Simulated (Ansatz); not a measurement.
Frontier orbitals of CH₄FGaSi.

Cartesian coordinates in Å:
```
F 0.849 -1.513 -0.934
C 0.761 -0.212 -0.582
Si -0.801 0.610 -0.491
Ga -0.696 -0.383 1.802
H 1.720 0.209 -0.299
H -1.946 0.102 -1.272
H -0.691 2.078 -0.341
H 0.803 -0.890 2.118
```

The species carries charge 0 and has multiplicity 1. Correlated methods include outer-core shells of Ga, which these sets cover unevenly. Scalar relativity is left out up to krypton. The bonds changed during the relaxation, so this is another structure than the one it started from. The structure was optimised at the PBE0-D4/def2-TZVP level. Basis def2-TZVPP, Ansatz.

| functional | HOMO (eV) | LUMO (eV) | gap (eV) |
| --- | --- | --- | --- |
| LDA (SPW92) | -4.97 | -2.99 | 1.98 |
| PBE | -4.79 | -2.74 | 2.05 |
| revPBE | -4.72 | -2.63 | 2.09 |
| PBE0 | -5.58 | -2.00 | 3.58 |
| r2SCAN0 | -5.71 | -1.95 | 3.76 |
| CAM-B3LYP | -6.65 | -1.04 | 5.61 |
| ωB97M-V | -7.41 | -0.23 | 7.18 |

From PBE to PBE0 the HOMO moves by −0.79 eV and the LUMO by +0.75 eV, and with ωB97M-V by −2.62 and +2.51 eV, so the gap grows from 2.05 to 7.17 eV with exact exchange.
